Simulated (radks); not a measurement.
All-electron atom: Mo in [Kr] 4d4.5 5s1.5 (fractional occupations, a model configuration). All-electron calculation, Dirac Kohn-Sham, PBE, spin-unpolarised, spherical densities, finite nucleus; open shells fill j = l - 1/2 first; Fermi nuclear charge, rms radius 4.4091 fm. Program: a radial shooting solver on a logarithmic mesh with Libxc functionals.

Spin-orbit splittings of the eigenvalues, e(l+1/2) - e(l-1/2), with zeta = 2 splitting/(2l+1) and mean radii in bohr:

shell  occ.  splitting (eV)  zeta (eV)  <r> j=l-1/2  <r> j=l+1/2
2p        6           106.6      71.04       0.1308       0.1353
3p        6           17.54      11.70       0.4233       0.4339
3d       10           3.321      1.329       0.4132       0.4167
4p        6           2.495      1.664        1.214        1.245
4d      4.5          0.2142    0.08566        1.919        1.947
